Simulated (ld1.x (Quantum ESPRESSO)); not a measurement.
## Configuration tests for tellurium (PAW)

tellurium, PAW, made with ld1.x (Quantum ESPRESSO) 7.5 (revPBE, scalar-relativistic). Core [Kr], reference 4d10 5s1.75 5p4.25. Waves: 5s (bound): rcut 1.55, rcutus 1.95 bohr; 5s channel at 2.4 Ry: rcut 1.55, rcutus 1.95 bohr; 5p (bound): rcut 2.00, rcutus 2.40 bohr; 5p channel at 0.65 Ry: rcut 2.00, rcutus 2.40 bohr; 4d (bound): rcut 1.40, rcutus 1.70 bohr; 4d channel at -2.65 Ry: rcut 1.40, rcutus 1.70 bohr. Local part: all-electron potential smoothed inside 1.95 bohr (lloc = -2). Core correction: a·sin(br)/r model core, default radius (ld1.x builds one for every PAW set, though the input has nlcc=.false.). Augmentation charge: BESSEL, radius 1.00 bohr.

Energies are relative to the spin-unpolarised reference configuration 4d10 5s1.75 5p4.25; without spin polarisation the order of configurations can differ from experiment.

| valence configuration | charge | ΔE all-electron (eV) | error AE − PS (meV) |
| --- | --- | --- | --- |
| 4d10 5s2 5p4 | 0 | -2.290 | +0.2 |
| 4d10 5s2 5p3 | +1 | 7.393 | -1.9 |
| 4d10 5s2 5p2 | +2 | 25.258 | -5.7 |
| 4d10 5s2 5p0 | +4 | 88.409 | -17 |
| 4d10 5s0 5p6 | 0 | 16.357 | -1.7 |
| 4d9 5s2 5p5 | 0 | 35.975 | +0.2 |

What are ΔE and the potential's error for 4d10 5s1 5p4?

ΔE = 17.217 eV all-electron; the error (AE − PS) is -3.2 meV.

Levels in the configuration 4d10 5s2 5p3:

```json
{"level": "4d", "all-electron (eV)": "-50.650", "pseudo (eV)": "-50.663"}
{"level": "5s", "all-electron (eV)": "-23.378", "pseudo (eV)": "-23.378"}
{"level": "5p", "all-electron (eV)": "-13.632", "pseudo (eV)": "-13.631"}
```
